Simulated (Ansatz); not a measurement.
Ansatz (an electronic-structure program) was given this input:
Ansatz 0.2 input:
```yaml
crystal:
  periodic: [false, false, false]
  atoms:
    - {symbol: Sb, position_ang: [0.08063069, -0.16542350, 0.56245500]}
    - {symbol: F, position_ang: [0.83729590, -1.64352043, -0.57525397]}
    - {symbol: Cl, position_ang: [-1.88522494, -0.09954588, -0.70047283]}
    - {symbol: Cl, position_ang: [1.20005858, 1.46591544, -0.68234593]}
basis:
  gaussian:
    orbitals: def2-SVPD
hamiltonian:
  xc: hf
```

Problem. What does this run give for the total energy, number of basis functions?

Solution. 
The total energy is -1257.439120 Ha and the number of basis functions comes out as 109.
